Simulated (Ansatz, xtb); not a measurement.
AlFH2Si2: which of two structures lies lower

Structure X: a singlet given by its coordinates. Structure Y: a singlet given by its coordinates. Both are isolated molecules in the gas phase, relaxed with B3LYP/6-31G*.

X (Å):

```xyz
6

Al   -1.2559    0.0754    1.4898
F    -2.7686    0.6381    1.1075
Si    0.3953   -0.4932    3.0347
Si    0.8411   -0.7503    0.8922
H     1.0582   -0.6926    4.3670
H     1.9645   -1.2154    0.0113
```

Close contacts (Å): Al1–F2 1.66, Al1–Si3 2.33, Al1–Si4 2.33, Si3–Si4 2.20, Si3–H5 1.50, Si4–H6 1.50.

Y (Å):

```xyz
6

Al   -0.7587   -1.5815    2.5856
F    -1.6864   -2.7160    1.8127
Si    0.5376   -0.0038    3.7207
Si    0.6659    0.4557    1.5323
H     1.4765    1.6023    1.0273
H     0.0710   -0.1750    0.3022
```

Close contacts (Å): Al1–F2 1.66, Al1–Si3 2.34, Al1–Si4 2.70, Si3–Si4 2.24, Si4–H5 1.49, Si4–H6 1.50.

Energies in hartree; the thermal terms are from B3LYP/6-31G* harmonic frequencies (ideal gas, rigid rotor, one conformer each, 298.15 K, 1 atm) and include the zero-point energy:

```
                               X           Y
E, CCSD(T)/def2-TZVP  −921.055120  −921.053775
   zero-point energy     0.019679     0.019783
        H(298 K) − E     0.026799     0.027210
        G(298 K) − E    −0.009964    −0.011338
```

Q: Work out ΔE, ΔE₀, ΔH and ΔG for X → Y in kJ/mol (1 Eh = 2625.50 kJ/mol) and the equilibrium ratio [Y]/[X].

A: 1. ΔE = −921.053775 − (−921.055120) = +0.001345 Eh = +3.53 kJ/mol.
2. ΔE₀ = ΔE + ΔZPE = +0.001345 + (+0.000104) Eh = +3.80 kJ/mol.
3. ΔH = ΔE + (+0.000411) Eh = +4.61 kJ/mol.
4. ΔG = ΔE + (−0.001374) Eh = −0.08 kJ/mol, so ΔS = (ΔH − ΔG)/T = +15.7 J/(mol K).
5. kT = 0.9442 mEh, so K = [Y]/[X] = exp(−ΔG/kT) = exp(+0.03) ≈ 1.

The two are too close for this level to say which is favoured. An error of 4 kJ/mol in ΔG would change K by a factor of 5. Mirror images and further conformers aren't counted.

Other levels gave ΔE = +1.0 (B3LYP/6-31G*); +20.9 (HF/def2-TZVP); +1.7 (MP2/def2-TZVP) kJ/mol. The correlated steps freeze 16 core orbitals. Programs: Ansatz 0.2.0.
